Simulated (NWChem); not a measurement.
# InCl3; SMILES [Cl][In]([Cl])[Cl]

Computed with NWChem. Geometry: optimised at PBE0/def2-SVP. Not confirmed as a minimum by frequencies. def2 effective core potentials on In; no spin-orbit coupling.

Diagonal of the polarisability tensor at PBE0/def2-SVPD, static: 87.57, 87.57, 55.01 bohr³.

**Question.** Find the mean polarisability volume, the molar refraction, and the refractive index that an ideal gas of it would have at 273.15 K and 1 atm.

**Answer.** 
1. Mean: one third of the trace = 76.72 bohr³ × 0.14818 Å³/bohr³ = 11.37 Å³.
2. Molar refraction (Lorentz-Lorenz): (4π/3) N_A α = 28.7 cm³/mol.
3. Number density p/kT = 2.687 × 10⁻⁵ Å⁻³; n − 1 = 2π N α = 19.19 × 10⁻⁴.
4. These hold the electronic response alone: vibrational and orientational terms add to the static dielectric constant.
